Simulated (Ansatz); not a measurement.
Calculated with Ansatz (gas phase, PBE0-D4/def2-TZVP geometries, no zero-point term in ΔE). CCSD(T)/CBS adds triple-zeta CCSD(T) − MP2 to the extrapolated MP2 energy (def2 sets, frozen cores). DFT in def2-TZVPP. B3LYP here is the variant with VWN-RPA as its local correlation; programs differ in this. For Ga outer-core shells are correlated without core-valence functions, which leaves a few kJ/mol of doubt a bond. Scalar relativity is left out up to krypton. One conformer a species, not always the lowest.

Consider the redistribution: `OB(F)[SiH3]` + `[SiH3][Ga]([Cl])[Cl]` → `OB(F)[SiH2][SiH3]` + `[Cl][GaH][Cl]`.

| level | ΔE (kcal/mol) | difference from CCSD(T)/CBS |
| --- | --- | --- |
| r2SCAN-D4 | 4.3 | -0.7 |
| PBE0-D4 | 4.2 | -0.8 |
| ωB97X-V | 4.1 | -0.9 |
| ωB97M-V | 4.9 | -0.1 |
| B2PLYP | 5.3 | 0.3 |
| PBE | 4.5 | -0.5 |
| r2SCAN | 4.4 | -0.6 |
| PBE0 | 4.2 | -0.8 |
| B3LYP | 5.5 | 0.5 |
| MP2/def2-TZVPP | 5.0 | 0.0 |
| SCS-MP2/def2-TZVPP | 5.2 | 0.2 |
| CCSD/def2-TZVPP | 4.8 | -0.2 |
| CCSD(T)/def2-TZVPP | 4.7 | -0.3 |
| HF/def2-QZVPP | 4.7 | -0.3 |
| MP2/def2-QZVPP | 5.1 | 0.1 |
| CCSD/CBS(def2) | 5.0 | 0.0 |
| CCSD(T)/CBS | 5.0 | 0 |

Largest T1 diagnostic among the species: 0.014.
